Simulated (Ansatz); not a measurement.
`BS[C]1=[CH][AlH]1` + HBr → `Br[C]1=[CH][AlH]1` + `BS`  (substitution at a C–S bond)

Calculated with Ansatz (gas phase, PBE0-D4/def2-TZVP geometries, no zero-point term in ΔE). CCSD(T)/CBS is the MP2 limit (def2-TZVPP, def2-QZVPP) plus CCSD(T) − MP2 in def2-TZVPP, frozen cores. This one scheme is used for every species. DFT in def2-TZVPP. HSE06 is defined as in plane-wave codes. For Br outer-core shells are correlated without core-valence functions, which leaves a few kJ/mol of doubt a bond. Scalar relativity is left out up to krypton. One conformer a species, not always the lowest.

(1) Is it downhill or uphill in electronic energy at CCSD(T)/CBS, and by how much? (Estimate.)

(2) What do these levels give: BLYP-D4, r2SCAN-D4, B97M-V, r2SCAN0-D4, CAM-B3LYP-D4, HSE06, HF/def2-SVP, CCSD/def2-SVP, HF/def2-TZVPP, CCSD(T)/def2-TZVPP, MP2/def2-QZVPP, MP2/CBS(def2)? (Estimate.)

Largest T1 diagnostic among the species: 0.016.

Results:

(1) The calculation gave: Uphill: ΔE = +0.18 eV.

(2) Computed: BLYP-D4 0.14, r2SCAN-D4 0.16, B97M-V 0.17, r2SCAN0-D4 0.18, CAM-B3LYP-D4 0.18, HSE06 0.15, HF/def2-SVP 0.16, CCSD/def2-SVP 0.20, HF/def2-TZVPP 0.13, CCSD(T)/def2-TZVPP 0.15, MP2/def2-QZVPP 0.19, MP2/CBS(def2) 0.20 eV.

The D4 term adds +0.05 eV with B3LYP and +0.03 eV with PBE0; it sums over pairs of atoms, weighted by their polarisabilities, and B3LYP, whose exchange is more repulsive, gets the larger term. Leaving LDA and LC-ωPBE aside and taking each functional with its dispersion term where it has one, the values, not all of them listed here, spread over 0.05 eV, from B2PLYP to PBE0-D4. LDA lies +0.08 eV from PBE without D4.

B3LYP here is the variant with VWN-RPA as its local correlation; programs differ in this.
